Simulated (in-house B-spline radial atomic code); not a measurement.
# RPA and G0W0 on Hartree-Fock: Xe7+

Configuration [Kr] 4d10 5s1, highest spin, mean-field start Hartree-Fock. Computed with an all-electron radial atomic-structure program (B-spline basis): all electrons, scalar-relativistic (spin-free one-electron X2C), finite nucleus, each spin shell either full or empty, empty states to l = 9 with an (l + 1/2)⁻⁴ tail; G0W0 by contour deformation at full frequency.

Command:
```bash
python run_gw.py task.json out
```
Settings (radii: box in bohr, nucleus in fm):
```
Z                        54
electrons                47
configuration            [Kr] 4d10 5s1
hamiltonian              x2c
method                   hf
lmax                     9
rms_radius               4.7859
spin_polarised           True
box_radius               8.41
intervals                66
ion_configuration        [Kr] 4d10
```

Cost of the run: 8.6 s on 1 thread of Arm Neoverse V1, with other jobs on the host.

Energies (hartree):

| term | value |
| --- | --- |
| mean-field total | -7432.12147 |
| Hartree-Fock functional on these orbitals | -7432.12147 |
| direct second order | -3.9066 |
| second-order exchange | 1.0892 |
| SOSEX correction | 1.0359 |

Question: What is the RPA correlation energy, and what remains with SOSEX?

Answer: RPA gives -3.5558 hartree (-2.06 eV per electron); RPA + SOSEX gives -2.5199, and the second-order doubles (MP2) -2.8174 hartree. SOSEX takes back 29 % of the RPA value.

Quasi-particle levels (eV):

| level | occupied | mean field | Σx - vxc | Σc | QP weight | G0W0 |
| --- | --- | --- | --- | --- | --- | --- |
| 5s up | yes | -104.41 | 0.00 | ? | ? | ? |
| 4d down | yes | -163.57 | 0.00 | -0.07 | 0.974 | -163.64 |
| 4d up | yes | -163.95 | 0.00 | -0.04 | 0.972 | -163.99 |
| 5s down | no | -89.43 | 0.00 | -2.48 | 0.980 | -91.90 |

G0W0 = mean field + (Σx - vxc) + Σc, with Σc (partial-wave tail included) taken at the quasi-particle energy. Only the outer levels were computed. Levels of low weight are left out.

Question: Where does G0W0 put 5s up?

Answer: At -106.49 eV, with Σc = -2.08 eV and a quasi-particle weight of 0.984. The tabulated removal energy is 105.978 ± 0.0025 eV (NIST, measured); the calculation leaves out spin-orbit coupling, Breit and QED terms, and what these don't explain is the method's own error.

Question: What does it cost to remove one electron (to [Kr] 4d10) by differences of total energies, each species on its own start (correlation terms add to the Hartree-Fock functional)?

Answer: Hartree-Fock functional 104.25 eV, + RPA 106.23 eV, + RPA + SOSEX 105.66 eV, + second order 106.32 eV. Tabulated: 105.978 ± 0.0025 eV (NIST, measured); the calculation leaves out spin-orbit coupling, Breit and QED terms, and what these don't explain is the method's own error.
